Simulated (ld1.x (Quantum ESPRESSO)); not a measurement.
**Scattering properties, TM potential for Ti**

```json
{
 "Element": "titanium (Ti)",
 "Generator": "ld1.x (Quantum ESPRESSO) 7.5",
 "Type": "norm-conserving Troullier–Martins (Kleinman–Bylander form)",
 "Functional": "PBEsol",
 "Relativity": "scalar-relativistic",
 "Frozen core": "[Ne]",
 "Valence charge": "12",
 "Reference configuration": "3s2 3p6 3d3 4s1 4p0",
 "Partial waves": "3p (bound): rc 1.00 bohr; 3d (bound): rc 2.30 bohr; 4f channel at 0.2 Ry: rc 2.10 bohr; 3s (bound): rc 1.00 bohr",
 "Local potential": "the s channel",
 "Core correction": "Bessel-smoothed model core inside 0.75 bohr"
}
```

Occupied shells without a wave of their own: 4s. They enter only through the test configuration that unscreens the potential, and ld1.x also counts them in the model core charge.

The phase is arctan(r·u′/u) with u = r·R(r), unwrapped; energies in Ry, scanned from -6 to 5 Ry. A pole is an energy at which the radial function vanishes at the test radius. The pseudo phase is shifted by a multiple of π to meet the all-electron one at the reference energy, and phase errors are pseudo minus all-electron; the curves can meet again beyond the range given. Levels narrower than the energy grid can be missing from the lists of poles.

```json
{"channel": "s", "radius (bohr)": "2.50", "reference energy (Ry)": "-4.35", "poles, all-electron": "-4.30, 3.07", "poles, pseudo": "-4.30, 2.99", "unbroken range about the reference energy with phases within 0.05 rad": "the whole range", "phase error 1 Ry above the reference energy (rad)": "-0.000"}
{"channel": "p", "radius (bohr)": "2.50", "reference energy (Ry)": "-2.62", "poles, all-electron": "-2.52, 4.03", "poles, pseudo": "-2.52, 3.98", "unbroken range about the reference energy with phases within 0.05 rad": "the whole range", "phase error 1 Ry above the reference energy (rad)": "-0.000"}
{"channel": "d", "radius (bohr)": "2.50", "reference energy (Ry)": "-0.14", "poles, all-electron": "0.26", "poles, pseudo": "0.27", "unbroken range about the reference energy with phases within 0.05 rad": "below 1.4", "phase error 1 Ry above the reference energy (rad)": "+0.016"}
{"channel": "f", "radius (bohr)": "2.50", "reference energy (Ry)": "0.20", "poles, all-electron": "4.95", "poles, pseudo": "4.99", "unbroken range about the reference energy with phases within 0.05 rad": "the whole range", "phase error 1 Ry above the reference energy (rad)": "+0.000"}
```

ld1.x takes every shell without a wave as core, so the model core holds the 4s electrons as well and exchange and correlation see them twice. This cancels in the reference configuration, but the file is broken for other ones, and its errors say nothing about a proper core correction.

Phases in the s channel:

```tsv
E (Ry)	all-electron	pseudo
-6.00	1.387	1.387
-5.74	1.381	1.381
-5.48	1.373	1.373
-5.22	1.362	1.362
-4.96	1.347	1.347
-4.70	1.316	1.316
-4.44	1.046	1.046
-4.18	-1.698	-1.698
-3.92	-1.754	-1.754
-3.66	-1.777	-1.777
-3.40	-1.794	-1.794
-3.14	-1.809	-1.809
-2.88	-1.825	-1.825
-2.62	-1.843	-1.843
-2.36	-1.863	-1.863
-2.10	-1.887	-1.887
-1.84	-1.915	-1.916
-1.58	-1.951	-1.952
-1.32	-1.997	-1.998
-1.06	-2.060	-2.062
-0.80	-2.148	-2.152
-0.54	-2.283	-2.289
-0.28	-2.501	-2.513
-0.02	-2.861	-2.885
0.24	-3.367	-3.400
0.50	-3.830	-3.857
0.76	-4.129	-4.149
1.02	-4.310	-4.324
1.28	-4.425	-4.435
1.54	-4.503	-4.512
1.80	-4.560	-4.568
2.06	-4.604	-4.611
2.32	-4.638	-4.645
2.58	-4.668	-4.674
2.84	-4.693	-4.699
3.10	-4.715	-4.722
3.36	-4.735	-4.742
3.62	-4.754	-4.762
3.88	-4.772	-4.781
4.14	-4.791	-4.801
4.40	-4.810	-4.821
4.66	-4.829	-4.843
4.92	-4.851	-4.867
```
